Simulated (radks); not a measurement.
Valence configurations of Pm III (all share [Xe]). All-electron calculation, Dirac Kohn-Sham, PBE, spin-unpolarised, spherical densities, finite nucleus; open shells fill j = l - 1/2 first; Fermi nuclear charge, rms radius 4.962 fm. Program: a radial shooting solver on a logarithmic mesh with Libxc functionals. Energies are relative to 4f5; eigenvalues in eV.

\begin{tabular}{lrrrrr}
valence & E (eV) & e(4f5/2) & e(5d3/2) & e(6p1/2) & e(6s1/2) \\ \hline
4f5 & 0.000 & -15.282 & - & - & - \\
4f4.5 5d0.5 & 1.240 & -17.937 & -14.477 & - & - \\
4f4.5 6s0.5 & 1.537 & -19.194 & - & - & -14.603 \\
4f4 5d1 & 3.505 & -20.868 & -15.227 & - & - \\
4f4 6s1 & 4.666 & -23.540 & - & - & -15.554 \\
4f4 6p1 & 8.491 & -24.493 & - & -12.262 & - \\
4f3 5d2 & 11.593 & -27.406 & -16.734 & - & - \\
4f3 6s2 & 16.467 & -33.283 & - & - & -17.439 \\
4f3 6s1 6p1 & 20.724 & -34.200 & - & -13.649 & -17.916 \\
4f3 6p2 & 25.000 & -35.102 & - & -14.079 & - \\
\end{tabular}

NIST lists [Xe] 4f5 as the ground configuration; this level of theory agrees among the configurations tried. The energies are those of spherical spin-averaged densities, not of single terms.
